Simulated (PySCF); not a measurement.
Species: C2H7AlN2.
Numbering: `[CH2:1]1[CH2:2][NH:3][AlH:4][NH:5]1` (hydrogens: H6, H7 on C1; H8, H9 on C2; H10 on N3; H11 on Al4; H12 on N5)

Structure used (PBE0-D3(BJ)/def2-SVP), in Å, numbered top down from 1:
```xyz
12
C2H7AlN2 angstrom
C     -0.2295   -1.0763    0.2286
C     -1.0774    0.1007   -0.2861
N     -0.1894    1.1399   -0.7896
Al     1.3714    1.0097    0.0635
N      0.9916   -0.5556    0.8298
H     -0.0102   -1.7562   -0.6224
H     -0.8314   -1.6601    0.9483
H     -1.7142    0.4716    0.5455
H     -1.7670   -0.2718   -1.0650
H     -0.6517    1.8871   -1.2881
H      2.6364    1.9519    0.1148
H      1.5394   -1.2405    1.3315
```

Jobs on this species (12 atoms, 46 electrons) with PySCF (density fitting). Hardware of each: one thread of an Arm Neoverse V1, on a shared host. Times come from a shared host and carry two figures at best. Peak memory is the resident size of the whole Python process, interpreter and libraries included.

```tsv
level and settings	work	basis functions	SCF cycles	wall time	peak memory
delta-SCF UKS SCAN, def2-TZVP on the ionised atom, pcseg-1 elsewhere, spin-free X2C	ΔSCF core ionisation, 4 holes	128	?	?	?
delta-SCF UKS PBE0, pcX-2 on the ionised atom, pcseg-1 elsewhere, spin-free X2C	ΔSCF core ionisation, 4 holes	151	?	?	?
delta-SCF UKS SCAN, pcX-1 on the ionised atom, pcseg-1 elsewhere, spin-free X2C	ΔSCF core ionisation, 4 holes	131	61	21 s	0.55 GiB
delta-SCF UKS HF, pcX-2 on the ionised atom, pcseg-1 elsewhere, spin-free X2C	ΔSCF core ionisation, 4 holes	151	53	15 s	0.55 GiB
delta-SCF UKS B3LYP, pcX-2 on the ionised atom, pcseg-1 elsewhere, spin-free X2C	ΔSCF core ionisation, 4 holes	151	56	26 s	0.62 GiB
delta-SCF UKS PBE, pcX-2 on the ionised atom, pcseg-1 elsewhere, spin-free X2C	ΔSCF core ionisation, 4 holes	151	60	15 s	0.55 GiB
delta-SCF UKS SCAN, pcX-2 on the ionised atom, pcseg-1 elsewhere, non-relativistic	ΔSCF core ionisation, 4 holes	151	61	25 s	0.55 GiB
delta-SCF UKS SCAN, pcX-2 on the ionised atom, pcseg-1 elsewhere, spin-free X2C	ΔSCF core ionisation, 4 holes	151	62	25 s	0.55 GiB
PBE0-D3(BJ)/def2-SVP, grid level 1	geometry optimisation from a GFN2-xTB start shaken at random	109	62	37 s	0.46 GiB
```

**Question.** Fill in the missing figures.

**Answer.** 
- delta-SCF UKS SCAN, def2-TZVP on the ionised atom, pcseg-1 elsewhere, spin-free X2C; ΔSCF core ionisation, 4 holes: 23 s, 0.55 GiB, 60 SCF cycles
- delta-SCF UKS PBE0, pcX-2 on the ionised atom, pcseg-1 elsewhere, spin-free X2C; ΔSCF core ionisation, 4 holes: 25 s, 0.62 GiB, 53 SCF cycles

**Question.** What do all jobs in the table cost together?

**Answer.** About 3.5 min; the longest takes about 17 % of that, and about 2.5 times as long as the shortest.
